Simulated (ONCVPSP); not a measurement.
Scattering properties, ONCV potential for Mn (Z = 25)

- Element: Mn
- Generator: ONCVPSP 4.0.1
- Type: optimised norm-conserving Vanderbilt (ONCV)
- Functional: PBEsol
- Relativity: scalar-relativistic
- Frozen core: [Ne]
- Valence charge: 15
- Reference configuration: 3s2 3p6 3d5 4s2
- Partial waves: 3s+4s: rc 1.35 bohr, ncon 3, nbas 6, qcut 10.9 1/bohr, 2 projectors; 3p: rc 0.74 bohr, ncon 4, nbas 8, qcut 16 1/bohr, 2 projectors, debl 2.4 Ha; 3d: rc 1.25 bohr, ncon 4, nbas 8, qcut 13.8 1/bohr, 1 projector; f scattering state at 0.09 Ha: rc 1.20 bohr, ncon 4, nbas 8, qcut 9.5 1/bohr, 2 projectors, debl 3.6 Ha
- Local potential: polynomial inside 0.74 bohr (lpopt 3, dvloc0 3 Ha)
- Core correction: none

The phase is arctan(r·R′/R) of the radial function R(r), unwrapped; energies in Ha, scanned from -5 to 5 Ha. A pole is an energy at which the radial function vanishes at the test radius. The pseudo phase is shifted by a multiple of π to meet the all-electron one at the reference energy, and phase errors are pseudo minus all-electron; the curves can meet again beyond the range given. Levels narrower than the energy grid can be missing from the lists of poles.

Q: For each channel, where are the poles, and over which energies does the pseudopotential scatter like the atom?

A:

```json
{"channel": "s", "radius (bohr)": "1.37", "reference energy (Ha)": "-0.19", "poles, all-electron": "-2.43", "poles, pseudo": "-2.43", "unbroken range about the reference energy with phases within 0.05 rad": "the whole range", "phase error 1 Ha above the reference energy (rad)": "-0.000"}
{"channel": "p", "radius (bohr)": "0.75", "reference energy (Ha)": "-2.00", "poles, all-electron": "none", "poles, pseudo": "none", "unbroken range about the reference energy with phases within 0.05 rad": "the whole range", "phase error 1 Ha above the reference energy (rad)": "+0.000"}
{"channel": "d", "radius (bohr)": "1.27", "reference energy (Ha)": "-0.25", "poles, all-electron": "1.10", "poles, pseudo": "1.13", "unbroken range about the reference energy with phases within 0.05 rad": "below 3.1", "phase error 1 Ha above the reference energy (rad)": "+0.003"}
{"channel": "f", "radius (bohr)": "1.22", "reference energy (Ha)": "0.09", "poles, all-electron": "none", "poles, pseudo": "none", "unbroken range about the reference energy with phases within 0.05 rad": "the whole range", "phase error 1 Ha above the reference energy (rad)": "+0.000"}
```

Phases in the f channel:

```tsv
E (Ha)	all-electron	pseudo
-4.96	1.298	1.298
-4.48	1.287	1.287
-4.00	1.274	1.274
-3.52	1.260	1.260
-3.04	1.243	1.243
-2.56	1.224	1.224
-2.08	1.202	1.202
-1.60	1.176	1.176
-1.12	1.144	1.144
-0.64	1.106	1.106
-0.16	1.058	1.058
0.32	0.997	0.997
0.80	0.917	0.917
1.28	0.808	0.808
1.76	0.656	0.656
2.24	0.439	0.439
2.72	0.143	0.143
3.20	-0.210	-0.210
3.68	-0.548	-0.548
4.16	-0.813	-0.813
4.64	-1.003	-1.003
```
